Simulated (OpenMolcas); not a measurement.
Pt4+ (d6) among equal point charges was computed by CASSCF with the d shell active (OpenMolcas, ANO-RCC-VDZP on the metal). Its lowest spin-free states, and all those of the highest spin:

| 2S+1 | Degeneracy | E (cm-1) |
| --- | --- | --- |
| 5 | 2 | 0.0 |
| 5 | 1 | 1308 |
| 5 | 1 | 3603 |
| 5 | 1 | 6206 |
| 3 | 2 | 16880 |
| 3 | 1 | 17743 |
| 3 | 1 | 18523 |
| 3 | 2 | 19307 |
| 3 | 1 | 20079 |
| 3 | 2 | 20418 |
| 3 | 1 | 21790 |
| 3 | 1 | 22310 |

Is the site octahedral, tetrahedral or cube-like, axial, or of lower symmetry?

The states with 2S+1 = 5 have orbital degeneracies 2, 1, 1, 1. There are pairs but no triples, so the site is axial: not cubic, but with a proper or improper axis of order three or more. The run had Pt4+ among 6 point charges of -1.7 e arranged as a tetragonal octahedron (D4h), 2.24 Å from the ion, with the axial distance 2.397 Å.

Spin-orbit coupling mixes the spin-free states strongly: the lowest level takes only 61 % from its leading state, 5E. An orbital doublet at a regular site is open to a Jahn-Teller distortion, which this geometry leaves out. Without dynamic correlation the repulsion within the d shell is too large (B by tens of per cent), so at a given field states of lower spin stand too high. Point charges give a weaker field than real ligands, and real ions of this kind are as a rule low spin; the high spin found here belongs to the model. This is an electrostatic model: the charges have no orbitals. No measured value stands beside these numbers.
